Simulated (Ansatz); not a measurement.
Total energies of `O[SiH2][O][ZnH]`.

```csv
atom,x (Å),y (Å),z (Å)
O1,0.483,0.926,0.877
Si2,-0.847,0.008,0.505
O3,-0.436,-0.842,-0.798
Zn4,1.129,-0.796,-1.654
H5,0.446,1.513,1.633
H6,-2.010,0.898,0.231
H7,-1.181,-0.880,1.653
H8,2.416,-0.829,-2.447
```

The species carries charge 0 and has multiplicity 1. For Zn the d shell is correlated and the shells below it are frozen. Scalar relativity is left out up to krypton. The geometry is a stationary point of PBE0-D4/def2-TZVP. It is one conformer, not always the lowest. Basis def2-TZVPP, the Gaussian-basis code of Ansatz.

RPA on PBE orbitals: Hartree–Fock energy of these orbitals -2218.90621 Eh, correlation -1.60678 Eh (frozen core).

```
             functional  energy without D4 (Eh)  D4 term (kJ/mol)
            LDA (SPW92)             -2216.78037                 –
                    PBE             -2221.34475             -15.4
                 revPBE             -2221.69063             -45.5
                   BLYP             -2221.98661             -33.9
                 r2SCAN             -2221.81856              -3.6
                 B97M-V             -2221.45656                 –
                   PBE0             -2221.39290             -13.0
                  B3LYP             -2222.00719             -25.1
                r2SCANh             -2221.79137              -3.9
                r2SCAN0             -2221.75255              -4.3
HSE06 (plane-wave form)             -2221.37781             -12.1
                  BHLYP             -2221.81835             -20.0
              CAM-B3LYP             -2222.00789             -13.2
                LC-ωPBE             -2221.52491                 –
                ωB97X-V             -2221.66522                 –
                ωB97M-V             -2221.76574                 –
                 B2PLYP             -2221.43787                 –
               PBE-QIDH             -2221.04840                 –
```

B3LYP takes the VWN-RPA correlation (the form of Gaussian; ORCA's B3LYP/G). HSE06 is the plane-wave form, built on full-range PBE exchange. The double hybrids freeze the cores in their second-order part.

LC-ωPBE has ω = 0.4 bohr⁻¹.
